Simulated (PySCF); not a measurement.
Gas-phase reaction: (H₂SiO)₃ ⇌ SiO(OH)₂ + 2 SiH₂

Computed with PySCF and rigid-rotor harmonic-oscillator thermochemistry at 1 bar. † marks an energy on the PBE0/def2-TZVP geometry and frequencies; other levels use their own. MP2 freezes the core. 6-31G* has spherical d functions here. All species are closed-shell singlets. B3LYP is the form with VWN-RPA correlation. (H₂SiO)₃, SiO(OH)₂: computed as isolated molecules; such fragments, hydroxides, amides, oligomers or adducts are transient or little studied in the gas. MP2 isn't extrapolated to the basis-set limit; its ΔH°(298 K) is 921.2 kJ in def2-SVP and 953.5 kJ in def2-TZVPP. The harmonic model lacks anharmonicity and excited electronic states, which grow with temperature; levels with a mode under 35 cm⁻¹ are left out. Internal rotation in SiO(OH)₂ is treated as a harmonic vibration of one conformer, which makes the entropy rough. Soft modes under 120 cm⁻¹ make the harmonic entropy rough for (H₂SiO)₃.

```csv
level,"ΔE electronic, kJ","ΔH°(298 K), kJ","ΔS°(298 K), J/K","ΔG°(600 K), kJ"
B3LYP/6-31G*,906,885,351,673
BLYP/def2-TZVP†,844,825,355,611
HF/def2-TZVP†,976,957,355,743
MP2/def2-SVP†,940,921,355,707
MP2/def2-TZVPP†,973,954,355,740
PBE/def2-SVP,883,863,348,654
r2SCAN/def2-TZVP†,978,958,355,744
ωB97M-V/def2-TZVP†,943,924,355,710
```
ΔH° is lowest at BLYP/def2-TZVP† and highest at r2SCAN/def2-TZVP†. No reference value is set beside these.
